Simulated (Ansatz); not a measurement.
Geometry optimisation, UKS PBE-D4/def2-SVP in Ansatz 0.2.0.

input.yaml

```yaml
crystal:
  periodic: [false, false, false]
  atoms:
    - { symbol: Si, position_ang: [-0.320275, 0.554397, -0.115948] }
    - { symbol: H, position_ang: [0.773993, -1.192744, -1.896289] }
    - { symbol: O, position_ang: [-0.696197, 1.264873, -1.444864] }
    - { symbol: H, position_ang: [0.414038, -0.611504, -2.09015] }
    - { symbol: "N", position_ang: [1.106164, 0.787798, 0.785457] }
    - { symbol: "N", position_ang: [-1.278021, -0.57554, 0.727108] }
    - { symbol: H, position_ang: [1.369312, 0.290429, 1.636325] }
    - { symbol: H, position_ang: [1.836999, 1.417329, 0.453999] }
    - { symbol: H, position_ang: [-2.173997, -0.883343, 0.350306] }
    - { symbol: H, position_ang: [-1.032016, -1.051694, 1.594055] }
magnetization:
  spin_polarized: true
basis:
  gaussian: { orbitals: def2-SVP }
hamiltonian:
  xc: pbe
  dispersion: d4
relax:
  f_tol: 0.03
  max_steps: 50
```

Command:

```bash
$ ansatz run input.yaml --threads 2 --pin off --max-ram 3072MiB --backend cpu --events-out ev --progress --plain --runs-dir out
```

Question: Where does it end, and by what steps?

Answer: The run converged. The force dipped under the threshold on the way, but the program's further checks kept it going. After 21 steps the energy has fallen by 0.143 eV; H2 moved furthest, 1.84 Å.

```tsv
step	energy less start (eV)	largest force component (eV/Å)	accepted
0	0.0000	2.193	yes
1	-0.0981	0.138	yes
2	-0.1060	0.145	yes
3	-0.1087	0.094	yes
4	-0.1089	0.146	yes
5	-0.1168	0.100	yes
6	-0.1196	0.296	yes
7	-0.1230	0.199	yes
8	-0.1281	0.033	yes
9	-0.1300	0.262	yes
10	-0.1323	0.319	yes
11	-0.1366	0.183	yes
12	-0.1376	0.023	yes
13	-0.1394	0.048	yes
14	-0.1401	0.218	yes
15	-0.1415	0.094	yes
16	-0.1422	0.027	yes
17	-0.1426	0.053	yes
18	-0.1428	0.079	yes
19	-0.1431	0.043	yes
20	-0.1432	0.038	yes
21	-0.1432	0.019	yes
```

```xyz
10
Properties=species:S:1:pos:R:3
Si -0.178 0.288 0.163
H 0.814 -1.177 -3.733
O -0.203 0.397 -1.383
H 0.544 -0.757 -3.141
N 1.041 0.906 1.180
N -1.371 -0.464 1.120
H 1.064 0.848 2.198
H 1.843 1.394 0.781
H -2.184 -0.896 0.680
H -1.371 -0.539 2.137
```

Whether the end is a true minimum wasn't checked by a vibrational analysis.

Time of the run: 32 s on 2 threads of Intel(R) Xeon(R) Platinum 8488C (Sapphire Rapids), on a shared host, peak memory 0.17 GiB.
